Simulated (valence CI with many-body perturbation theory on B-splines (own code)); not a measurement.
Questions on Cl4+

Level of theory: relativistic CI+MBPT: three valence electrons over a frozen Dirac-Fock core [Ne], radial functions for each j: 9 s, 9 p, 8 d, 6 f, 3 g, 1 h, with the one-electron correlation potential Σ1 (screened to all orders), the two-electron term Σ2, the three-electron term Σ3, Breit, model QED; selected single and double excitations, second order for the rest, scaled by the run's own slope (own B-spline code, finite nucleus).

No measured levels were compared; by estimate levels hold to about 100 cm⁻¹ or 0.05 % of their energy and the worst to 300 or 400 cm⁻¹, as in measured light ions of charge 2 to 7.

Rates and lifetimes use the calculated energies. Strong lines usually hold to 10 to 20 %, long lifetimes can be off by a factor of two.

(1) What is the ground level?

(2) How is the term ²P° of the ground level split?

(3) How well does LS coupling describe the low levels?

(4) Name the longest-lived excited levels whose lifetime is computed, and their main decay.

(5) Among levels below 292770 cm⁻¹, which E1 lines absorb most strongly from the ground level?

(6) Where does the other parity begin?

(7) What are the static dipole polarisabilities of the lowest levels?

Answers

(1) 3s²3p ²P°_1/2, composition 96 % 3s²3p ²P° + 2 % 3p³ ²P°, g = 0.666.

(2) J = 1/2 at 0.0, J = 3/2 at 1493 cm⁻¹.

(3) Among the lowest 20 levels the leading LS term, summed over configurations, holds 100 % on average. For single configurations the figures are 89 % in LS and 64 % in jj coupling. Terms hardly mix: every one of these levels is at least 95 % one term.

(4) 3s²3p ²P°_3/2 at 1493 cm⁻¹ lives 33.2 s, mostly by M1 to 3s²3p ²P°_1/2; 3s3p² ⁴P_3/2 at 86001 cm⁻¹ lives 20.0 μs, mostly by E1 to 3s²3p ²P°_3/2; 3s3p² ⁴P_5/2 at 86847 cm⁻¹ lives 7.65 μs, mostly by E1 to 3s²3p ²P°_3/2. The lifetime of 3s3p3d ⁴F°_9/2 is too uncertain to give, and may be longer.

(5) to 3s²3d ²D_3/2 at 53.78 nm, f = 1.01; to 3s3p² ²P_1/2 at 63.25 nm, f = 0.419; to 3s3p² ²P_3/2 at 62.87 nm, f = 0.230.

(6) At 3s3p² ⁴P_1/2, 85463 cm⁻¹.

(7) 3s²3p ²P°_1/2 3.37; 3s²3p ²P°_3/2 3.38 (tensor 0.21) bohr³, of which the core gives 0.0509.
